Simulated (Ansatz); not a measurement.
Reaction (cleavage of the B–B bond): `CB(C)BN` + HCl → `CB(C)Cl` + `BN`

Gas-phase electronic energies from Ansatz, PBE0-D4/def2-TZVP geometries. CCSD(T)/CBS adds triple-zeta CCSD(T) − MP2 to the extrapolated MP2 energy (def2 sets, frozen cores). This one scheme is used for every species. DFT in def2-TZVPP. Each species was taken in one conformer, which may not be the lowest.

```csv
species,ωB97M-V energy (Eh)
`CB(C)BN`,-186.07987
HCl,-460.79014
`CB(C)Cl`,-564.89761
`BN`,-82.02539
```

Task: Work out ΔE.

Result: ΔE = (-564.89761) + (-82.02539) − (-186.07987) − (-460.79014) = -0.05299 Eh = -1.44 eV. CCSD(T)/CBS gives -1.40 eV.

Largest T1 diagnostic among the species: 0.012.
